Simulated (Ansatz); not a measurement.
The same ligand exchange along the group F, Cl, Br.

Calculated with Ansatz (gas phase, PBE0-D4/def2-TZVP geometries, no zero-point term in ΔE). CCSD(T)/CBS is the MP2 limit (def2-TZVPP, def2-QZVPP) plus CCSD(T) − MP2 in def2-TZVPP, frozen cores. This one scheme is used for every species. DFT in def2-TZVPP. For Br outer-core shells are correlated without core-valence functions, which leaves a few kJ/mol of doubt a bond. Scalar relativity is left out up to krypton. Each species was taken in one conformer, which may not be the lowest.

```
                            reaction  B2PLYP (kJ/mol)  ωB97M-V (kJ/mol)  ωB97X-V (kJ/mol)  CCSD(T)/CBS(def2) (kJ/mol)
 `COB(F)OC` + H₂S → `COB(S)OC` + H–F               85                82                81                          73
`COB(Cl)OC` + H₂S → `COB(S)OC` + HCl               27                27                26                          24
`COB(Br)OC` + H₂S → `COB(S)OC` + HBr               17                17                15                          18
```

Largest T1 diagnostic: 0.012, for `COB(S)OC`.
